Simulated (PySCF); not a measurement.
Predicted microwave data (PBE0/pcSseg-1 in PySCF (dipole) on a GFN2-xTB geometry, gas phase) for one isomer of C5H14NPSi2:

```
Rotational constants : A = 1214, B = 800.4, C = 598.6 MHz
Dipole components    : |μa| = 0.09 D, |μb| = 0.27 D, |μc| = 0.58 D
Inertial defect      : -203.51 u·Å²
κ                    : -0.34
```

Question: Which candidate fits, each taken in the one conformer that was computed?
A. `[CH2:1]=[C:2]([CH3:3])[Si@@H:4]([PH2:5])/[CH:6]=[CH:7]\[SiH2:8][NH2:9]` with C1–C2–Si4–P5 17°, C2–Si4–P5–H -111° and 157°, C2–Si4–C6–C7 -53°, C6–C7–Si8–N9 -19°, C7–Si8–N9–H -63° and 74°
B. `[PH2:1][Si@@H:2]1[CH2:3][N:4]([CH:5]2[CH2:6][CH2:7]2)[CH2:8][SiH2:9]1` with H–P1–Si2–C3 -69° and -161°, C3–N4–C5–C6 153°, P1–Si2–C3–N4 -93°, Si2–C3–N4–C5 77°, N4–C5–C6–C7 -108°, C3–N4–C8–Si9 52°
C. `[CH2:1]=[C:2]([CH3:3])[Si@@H:4]1[CH2:5][CH2:6][Si@H:7]([PH2:8])[NH:9]1` with C1–C2–Si4–C5 77°, C6–Si7–P8–H 77° and 170°, C2–Si4–C5–C6 -144°, Si4–C5–C6–Si7 36°, C5–C6–Si7–P8 85°, C6–Si7–N9–Si4 12°

Answer: B. It is P[Si@@H]1CN(C2CC2)C[SiH2]1, an asymmetric top, point group C1. The candidates at the same level (rigid rotor, commonest isotopes):

```
                      SMILES  A (MHz)  B (MHz)  C (MHz)  μa (D)  μb (D)  μc (D)  Δ (u·Å²)  point group           rotor
 C=C(C)[Si@@H]1CC[Si@H](P)N1     1628    610.3    519.1    0.31    0.34    0.32   -164.90           C1  asymmetric top
C=C(C)[Si@@H](P)/C=C\[SiH2]N     1013    812.0    694.2    0.63    0.45    1.30   -393.19           C1  asymmetric top
  P[Si@@H]1CN(C2CC2)C[SiH2]1     1214    800.4    598.6    0.09    0.27    0.58   -203.51           C1  asymmetric top
```

`C=C(C)[Si@@H](P)/C=C\[SiH2]N` has A 17 % too low; `C=C(C)[Si@@H]1CC[Si@H](P)N1` has A 34 % too high. No structure here is proved a minimum.
